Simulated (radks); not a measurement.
Spherical jellium clusters: N electrons in a uniform positive sphere of charge N and radius rs N^(1/3), rs = 5.01 bohr. Method: non-relativistic Kohn-Sham, LDA (Slater exchange, Perdew-Wang correlation), spin-polarised, spherical densities; computed with a radial shooting solver with Libxc functionals. Levels are named by radial order and angular momentum (1s, 1p, 1d, 2s, ...), and open shells are averaged over m.

N = 16, configuration 1s2 1p6 1d(up 5, down 3). This is the lowest configuration that the search found. Occupied and some empty levels:

| level | occupation | eigenvalue (eV) | <r> (bohr) |
|---|---|---|---|
| 1s up | 1 | -3.8925 | 7.826 |
| 1s down | 1 | -3.7931 | 7.660 |
| 1p up | 3 | -3.3182 | 9.295 |
| 1p down | 3 | -3.1940 | 9.271 |
| 1d up | 5 | -2.5975 | 10.31 |
| 1d down | 3 | -2.4696 | 10.35 |
| 2s up | 0 | -2.2579 | 8.395 |
| 2s down | 0 | -2.2021 | 8.502 |
| 1f up | 0 | -1.7558 | 11.21 |
| 1f down | 0 | -1.6347 | 11.29 |
| 2p up | 0 | -1.2915 | 10.44 |
| 2p down | 0 | -1.2290 | 10.52 |

Energy (eV): total -28.9080, kinetic 18.826, external -657.24, Hartree 326.85, exchange-correlation -48.416, background 331.08.

Electron density:

| r (bohr) | n(r) (e/bohr^3) |
|---|---|
| 0.399 | 0.0009233 |
| 1.91 | 0.001043 |
| 3.41 | 0.001325 |
| 4.92 | 0.001742 |
| 6.42 | 0.002174 |
| 7.93 | 0.002396 |
| 9.43 | 0.002155 |
| 10.9 | 0.001451 |
| 12.4 | 0.0006925 |
| 13.9 | 0.0002424 |
| 15.4 | 0.00007110 |
| 17.0 | 0.00001857 |
| 18.5 | 4.594e-06 |
| 20.0 | 1.087e-06 |
